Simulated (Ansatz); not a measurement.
The same path of H5NSSn (8 atoms, charge 0, multiplicity 1) was run 3 times with different band settings. The coordinate that changes most is the dihedral N1–Sn2–S3–H8.

Method: RKS PBE-D4/def2-SVP (Ansatz 0.2.0).

Relaxed end points:

```xyz
8
Properties=species:S:1:pos:R:3
N -1.164 0.375 -0.778
Sn 0.546 0.359 0.387
S 1.237 -1.982 0.428
H -1.640 1.287 -0.727
H -0.936 0.221 -1.770
H 0.041 0.936 1.939
H 1.940 1.201 -0.218
H -0.024 -2.397 0.741
```

```xyz
8
Properties=species:S:1:pos:R:3
N -1.389 0.553 -0.709
Sn 0.269 0.228 0.478
S 0.519 -2.205 0.469
H -1.666 1.545 -0.707
H -1.200 0.300 -1.689
H -0.174 0.821 2.039
H 1.791 0.878 -0.067
H 1.850 -2.118 0.186
```

Common settings: optimiser quadratic models (default); start path IDPP; force threshold 0.05 eV/Å; iteration limit 60; end points relaxed.

| run | movable images | climbing image | spring |
| --- | --- | --- | --- |
| 1 | 5 | yes | 5.0 eV/Å² |
| 2 | 1 | no | 5.0 eV/Å² |
| 3 | 5 | yes | 2.0 to 10.0 eV/Å², energy-weighted |

(1) What does each run give, and how far can it be trusted?

## Answers

(1) Run 1: converged after 5 iterations, highest image 0.083 eV above the first end. A vibrational analysis at the climbing image gives one clearly imaginary mode, 177i cm⁻¹, and a faint second one (37i cm⁻¹) that may be numerical noise or a soft torsion: probably a first-order saddle point.
Run 2: converged after 5 iterations, highest image 0.080 eV above the first end. The dihedral N1–Sn2–S3–H8 jumps by 92° between images 1 and 2, so the path isn't resolved there. No image climbed, so the highest image needn't sit at the top of the path. So few images can step over the top or miss a turn of the path.
Run 3: converged after 7 iterations, highest image 0.083 eV above the first end. Another band between the same ends (5 images) ends at a top of the same energy, where a vibrational analysis finds 1 clearly imaginary mode.
